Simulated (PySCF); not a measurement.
C2H5NO2Si, SMILES C1=N[SiH2]OCO1.

The structure is a stationary point at B3LYP-D3(BJ)/def2-SVP. This is a generated structure with no PubChem entry under its InChIKey; it may be hypothetical. The values are those of a single conformer.

Calculation: TDDFT-PBE/def2-SVPD (PySCF).

Vertical excitations. Isolated molecule, no solvent.

Task: List the lowest excited states. (An estimate is asked for; the answer gives what the named calculation found.)

Result: 
```csv
state,energy (eV),λ (nm),f,main pairs
S1,4.90,253,0.005,HOMO→LUMO 99 %
S2,5.70,218,0.005,HOMO−2→LUMO 92 %
S3,5.93,209,0.008,HOMO→LUMO+1 97 %
S4,6.18,201,0.005,HOMO→LUMO+2 98 %
S5,6.36,195,0.079,"HOMO−1→LUMO 68 %, HOMO−1→LUMO+1 14 %"
S6,6.74,184,0.008,HOMO−1→LUMO+1 78 %
S7,6.83,182,0.012,"HOMO→LUMO+3 71 %, HOMO−2→LUMO+1 20 %"
S8,6.86,181,0.032,"HOMO−2→LUMO+1 69 %, HOMO→LUMO+3 13 %"
S9,6.96,178,0.029,"HOMO−3→LUMO 63 %, HOMO−1→LUMO+2 23 %"
S10,7.02,177,0.011,"HOMO−1→LUMO+2 62 %, HOMO→LUMO+4 23 %, HOMO−3→LUMO 11 %"
T1,4.42,280,0,HOMO→LUMO 99 %
T2,4.95,251,0,HOMO−1→LUMO 92 %
T3,5.57,222,0,HOMO−2→LUMO 95 %
T4,5.70,217,0,HOMO→LUMO+1 100 %
```
Triplets are in the Tamm–Dancoff approximation, which puts them higher than full response would, so one can lie above its singlet here.
